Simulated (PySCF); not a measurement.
ZrF₃, SMILES [F][Zr+]([F])[F], charge +1, multiplicity 1.

The structure is a stationary point at B3LYP-D3(BJ)/def2-TZVP. The multiplicity is an assumed one; other spin states were not compared. The isomer is the one that the SMILES or the coordinates give; other isomers of the formula were not compared. The def2 effective core potentials stand for the cores of Zr; spin–orbit coupling is left out.

These are PySCF with M06-2X/def2-TZVPD values and carry that method's errors.

Isolated molecule, no solvent.

Computed frontier levels, gap, dipole moment and polarisability:
The highest occupied level comes out as -20.26 eV and the lowest empty level is -9.14 eV. The orbital gap is 11.12 eV and the dipole moment about the centre of nuclear charge is 4.95 D. The mean static polarisability is 26.4 bohr³ (3.92 Å³) and the polarisability, principal values comes out as 19.0, 30.2, 30.2 bohr³.
